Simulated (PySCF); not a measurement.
**How methods differ on the ionisation energy of Tb⁵⁸⁺**

Tb⁵⁸⁺ [He] 2s2 2p3 [2p1/2^2 2p3/2^1, M_J = 3/2] → Tb⁵⁹⁺ [He] 2s2 2p2 [2p1/2^2, M_J = 0], as a difference of total energies. Calculation: PySCF 2.14, in an uncontracted even-tempered set (17 s from 40 bohr⁻², ratio 2.4; 13 p from 51 bohr⁻², ratio 2.4; 5 d from 170 bohr⁻², ratio 2.6; 4 f from 260 bohr⁻², ratio 2.6); the two-component X2C-1e Hamiltonian. Correlated levels: nothing frozen; the 30 highest virtual spinors dropped. "Screened" scales the spin-orbit matrix elements by Boettger's factors to mimic the two-electron term; Breit and QED terms are absent.

| method | ionisation energy (eV) |
| --- | --- |
| GHF (spin-free) | 12855.4 |
| GMP2 (spin-free) | 12855.4 |
| GHF (screened spin-orbit) | 12573.7 |
| GMP2 (screened spin-orbit) | 12573.6 |

For this ion Breit and QED terms and the two-electron picture change, all absent here, outweigh the correlation shift from GHF to GMP2.

The spin-free rows relax to the high-spin LS determinant and lack the spin-orbit shift.

The labels give the starting determinants; with spin-orbit coupling the two ends relaxed to ⟨J²⟩ = 3.75, ⟨L²⟩ = 2.56, ⟨S²⟩ = 1.48 and ⟨J²⟩ = 0.00, ⟨L²⟩ = 1.33, ⟨S²⟩ = 1.33.

For comparison: 12563 ± 6 eV (theoretical estimate listed by NIST; NIST Atomic Spectra Database, ionization energies).
